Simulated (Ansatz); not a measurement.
Calculated with Ansatz (gas phase, PBE0-D4/def2-TZVP geometries, no zero-point term in ΔE). CCSD(T)/CBS adds triple-zeta CCSD(T) − MP2 to the extrapolated MP2 energy (def2 sets, frozen cores). This one scheme is used for every species. Functionals use def2-TZVPP. B3LYP here is the variant with VWN-RPA as its local correlation; programs differ in this. For Br, Ti outer-core shells are correlated without core-valence functions, which leaves a few kJ/mol of doubt a bond. Scalar relativity is left out up to krypton.

Reaction (ligand exchange at a Ti–C bond): `C#[C][Ti]([F])([F])[F]` + HBr → `[F][Ti]([F])([F])[Br]` + acetylene

**Question.** Is it downhill or uphill in electronic energy at CCSD(T)/CBS, and by how much? (Estimate.)

**Answer.** Ansatz gave: Downhill: ΔE = -28.8 kcal/mol.

**Question.** What do these levels give: PBE0-D4, B3LYP-D4, PBE-QIDH, r2SCAN, B3LYP, BHLYP, LC-ωPBE, HF/def2-SVP, MP2/def2-SVP, CCSD(T)/def2-TZVPP, HF/def2-QZVPP, SCS-MP2/def2-QZVPP? (Estimate.)

**Answer.** Computed: PBE0-D4 -29.2, B3LYP-D4 -29.0, PBE-QIDH -30.0, r2SCAN -30.2, B3LYP -29.0, BHLYP -29.1, LC-ωPBE -29.2, HF/def2-SVP -25.6, MP2/def2-SVP -27.8, CCSD(T)/def2-TZVPP -27.6, HF/def2-QZVPP -28.6, SCS-MP2/def2-QZVPP -28.8 kcal/mol.

Largest T1 diagnostic among the species: 0.023, so the coupled-cluster value is less sure than usual.

At CCSD(T), def2-SVP lies +3.4 kcal/mol from the extrapolated value and def2-TZVPP +1.1 kcal/mol. Leaving LDA and LC-ωPBE aside and taking each functional with its dispersion term where it has one, the values, not all of them listed here, spread over 2.0 kcal/mol, from r2SCAN-D4 to revPBE-D4. LDA lies −0.9 kcal/mol from PBE without D4.
